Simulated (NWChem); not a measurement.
## Basis-set convergence for CH$_{6}$BN

```xyz
9

B     -1.3743    -0.2230     0.0000
H     -2.1170    -1.1876     0.0000
H     -1.7915     0.9223     0.0000
N      0.0048    -0.4393     0.0000
C      1.0601     0.5578     0.0000
H      0.3511    -1.4028     0.0000
H      1.7126     0.4717    -0.8966
H      1.7126     0.4717     0.8966
H      0.6090     1.5682     0.0000
```
Charge 0, spin multiplicity 1.

Everything below was run with NWChem. The geometry was optimised at PBE/def2-SVP, a minimum by its harmonic frequencies. It is one conformer; others weren't searched.

Quantity: dipole moment at the level PBE0.

The Pople sets run with spherical d functions. The structure started from a generated list of species.

```
basis       functions  dipole moment (D)
----------  ---------  -----------------
3-21G              39               2.44
6-31G*             54               2.16
6-31+G*            66               2.10
pcseg-1            72         (withheld)
6-311G**           90               2.17
def2-SVPD         108               2.05
def2-TZVP         129         (withheld)
def2-TZVPD        165         (withheld)
cc-pVTZ           174               2.09
def2-TZVPP        177               2.06
```

Problem. Some entries are withheld; supply them.

Solution. 
- pcseg-1, dipole moment (D): 2.19
- def2-TZVP, dipole moment (D): 2.07
- def2-TZVPD, dipole moment (D): 2.02
